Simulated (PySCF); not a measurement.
PySCF input (BP86/def2-SVP):

```python
from pyscf import gto, dft

mol = gto.M(
    atom='''
    C     1.93247900   -0.08126400    0.33074900
    C     0.69176600   -0.29335800    0.02596800
    C    -0.61454500   -0.46758400   -0.12127800
    O    -1.56059900    0.62372400   -0.10743000
    H     2.60144600    0.10003200   -0.52662500
    H    -1.13045500   -1.41076100   -0.23471300
    H    -1.04439500    1.37417600    0.20815100
    ''',
    basis='def2-svp',
    charge=-1,
    spin=0,
    verbose=4,
)

mf = dft.RKS(mol, xc='bp86')
mf.grids.level = 3
mf.conv_tol = 1e-9
mf.max_cycle = 100
mf.max_memory = 1500
mf.kernel()
if not mf.converged:
    mf = mf.newton()
    mf.kernel(mf.make_rdm1())
mf.dip_moment()
```

From the output:

```
  HOMO = -0.227392225287768  LUMO = -0.102356965856269  gap/eV = 3.40238
cycle= 1 E= -190.940048401874  delta_E= 0.433  |g|= 0.783  |ddm|= 3.09
  HOMO = 0.197634117183814  LUMO = 0.269499653965133  gap/eV = 1.95556
cycle= 2 E= -190.750597541562  delta_E= 0.189  |g|= 1.22  |ddm|= 2.97
  HOMO = 0.103060702058164  LUMO = 0.206116124457012  gap/eV = 2.80428
cycle= 3 E= -191.078748282486  delta_E= -0.328  |g|= 0.218  |ddm|= 1.85
  HOMO = 0.0910082247310853  LUMO = 0.19839059658774  gap/eV = 2.92202
cycle= 4 E= -191.088827004109  delta_E= -0.0101  |g|= 0.101  |ddm|= 0.342
  HOMO = 0.0879869459489604  LUMO = 0.196458769963071  gap/eV = 2.95167
cycle= 5 E= -191.091101159239  delta_E= -0.00227  |g|= 0.0548  |ddm|= 0.176
  HOMO = 0.0905209668255496  LUMO = 0.198736545575052  gap/eV = 2.94470
cycle= 6 E= -191.091930366495  delta_E= -0.000829  |g|= 0.00945  |ddm|= 0.0727
  HOMO = 0.0905970695012837  LUMO = 0.198400641821129  gap/eV = 2.93348
cycle= 7 E= -191.091946119713  delta_E= -1.58e-05  |g|= 0.00554  |ddm|= 0.0166
  HOMO = 0.0904215818042715  LUMO = 0.198344689902695  gap/eV = 2.93674
cycle= 8 E= -191.091954196978  delta_E= -8.08e-06  |g|= 0.000453  |ddm|= 0.007
  HOMO = 0.0903899608475216  LUMO = 0.198313878651195  gap/eV = 2.93676
cycle= 9 E= -191.091954265276  delta_E= -6.83e-08  |g|= 0.000104  |ddm|= 0.00119
  HOMO = 0.090382469655041  LUMO = 0.198307716056994  gap/eV = 2.93680
cycle= 10 E= -191.091954268803  delta_E= -3.53e-09  |g|= 1.64e-05  |ddm|= 0.000259
  HOMO = 0.0903814309009929  LUMO = 0.198306990049206  gap/eV = 2.93680
cycle= 11 E= -191.091954268876  delta_E= -7.28e-11  |g|= 7.3e-06  |ddm|= 4.78e-05
  HOMO = 0.0903825052002993  LUMO = 0.198307772086364  gap/eV = 2.93680
Extra cycle  E= -191.09195426887  delta_E= 6.65e-12  |g|= 9.45e-06  |ddm|= 2.72e-05
converged SCF energy = -191.09195426887

WARN: System has nonzero charge -1; the dipole moment is origin-dependent.
Location of origin: [0. 0. 0.]

Dipole moment(X, Y, Z, Debye): -3.29623,  1.03916, -1.26281
```

The dipole moment of an ion depends on the origin.

The geometry given is a B3LYP-D3(BJ)/def2-TZVP minimum.
